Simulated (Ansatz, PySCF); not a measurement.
The pair A = NH3 (SMILES N) (first 4 atoms), B = CHN (SMILES C#N); geometry from B3LYP-D3(BJ)/def2-TZVP.
(charge 0, multiplicity 1):
```xyz
7

N     -0.314     0.026     0.013
H     -1.188     0.437    -0.299
H      0.436     0.589    -0.373
H     -0.247    -0.894    -0.409
C     -0.156    -0.117     3.164
N     -0.100    -0.168     4.309
H     -0.209    -0.069     2.080
```

Cores are frozen in the correlated methods. Rows in 6-31G* carry no dispersion term and start afresh at each structure (6-31G* with six Cartesian d functions).

Programs: Ansatz (a quantum-chemistry and plane-wave program); PySCF for 6-31G* rows. 

Total energies (hartree), monomers frozen at their geometry in the pair:

```json
[
 {"structure": "AB", "HF/aug-cc-pVDZ": "-149.1024436", "B3LYP/6-31G*": "-149.9849557", "MP2/aug-cc-pVTZ": "-149.7302329"},
 {"structure": "A in the pair's basis", "HF/aug-cc-pVDZ": "-56.2059053", "B3LYP/6-31G*": "-56.5491354", "MP2/aug-cc-pVTZ": "-56.4608794"},
 {"structure": "B in the pair's basis", "HF/aug-cc-pVDZ": "-92.8878592", "B3LYP/6-31G*": "-93.4225766", "MP2/aug-cc-pVTZ": "-93.2592135"},
 {"structure": "A", "HF/aug-cc-pVDZ": "-56.2053031", "B3LYP/6-31G*": "-56.5478076", "MP2/aug-cc-pVTZ": "-56.4605111"},
 {"structure": "B", "HF/aug-cc-pVDZ": "-92.8876138", "B3LYP/6-31G*": "-93.4222230", "MP2/aug-cc-pVTZ": "-93.2586378"}
]
```

**Question.** Work out the interaction energy without and with the counterpoise correction, and the superposition error, for each level.

**Answer.** 
E(AB) − E(A) − E(B), times 627.509 kcal/mol, with the monomers in their own basis and then in the pair's basis:
- HF/aug-cc-pVDZ: -5.98 uncorrected, -5.45 corrected; the monomers gain 0.53 kcal/mol from borrowed functions
- B3LYP/6-31G*: -9.37 uncorrected, -8.31 corrected; the monomers gain 1.06 kcal/mol from borrowed functions
- MP2/aug-cc-pVTZ: -6.96 uncorrected, -6.36 corrected; the monomers gain 0.59 kcal/mol from borrowed functions
